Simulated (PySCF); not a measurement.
**BiBr⁺: one state, many levels of theory**

State: ²Π (doublet), unpaired electrons π ↑. Set-up: basis Bi def2-SVP with ECP60, Br def2-SVP; scalar-relativistic core potentials; PySCF 2.14. De refers to Bi⁺ + Br in their high-spin ground configurations, without counterpoise correction. The functionals are run spin-unrestricted. A positive dipole points towards Br; it is taken about the centre of mass and depends on that origin. Levels whose curve was spin-contaminated or gave no clean fit are not listed.

```json
{"Level": "UHF", "Re (Å)": "2.506", "ωe (cm⁻¹)": "274", "De (eV)": "n/a", "μ (D)": "-3.62"}
{"Level": "UHF-MP2", "Re (Å)": "2.505", "ωe (cm⁻¹)": "274", "De (eV)": "n/a", "μ (D)": "n/a"}
{"Level": "UHF-CCSD", "Re (Å)": "2.518", "ωe (cm⁻¹)": "267", "De (eV)": "n/a", "μ (D)": "n/a"}
{"Level": "UHF-CCSD(T)", "Re (Å)": "2.528", "ωe (cm⁻¹)": "261", "De (eV)": "n/a", "μ (D)": "n/a"}
{"Level": "LDA", "Re (Å)": "2.490", "ωe (cm⁻¹)": "271", "De (eV)": "n/a", "μ (D)": "-1.84"}
{"Level": "PBE", "Re (Å)": "2.526", "ωe (cm⁻¹)": "258", "De (eV)": "n/a", "μ (D)": "-2.14"}
{"Level": "BLYP", "Re (Å)": "2.553", "ωe (cm⁻¹)": "248", "De (eV)": "n/a", "μ (D)": "-2.07"}
{"Level": "r²SCAN", "Re (Å)": "2.511", "ωe (cm⁻¹)": "266", "De (eV)": "n/a", "μ (D)": "-2.46"}
{"Level": "B3LYP", "Re (Å)": "2.523", "ωe (cm⁻¹)": "262", "De (eV)": "n/a", "μ (D)": "-2.42"}
{"Level": "PBE0", "Re (Å)": "2.499", "ωe (cm⁻¹)": "272", "De (eV)": "n/a", "μ (D)": "-2.56"}
{"Level": "CAM-B3LYP", "Re (Å)": "2.494", "ωe (cm⁻¹)": "276", "De (eV)": "n/a", "μ (D)": "-2.63"}
```

The bond length runs from 2.490 Å (LDA) to 2.553 Å (BLYP).

Correlated steps freeze 13 core orbitals. Spin–orbit coupling is left out, which matters for elements this heavy, above all for dissociation energies. Counting both spins, an empty level lies below a filled one in some of these solutions, because spin and occupation are held. The state is the lowest determinant that a PBE0 search found; another state may lie lower at other levels.
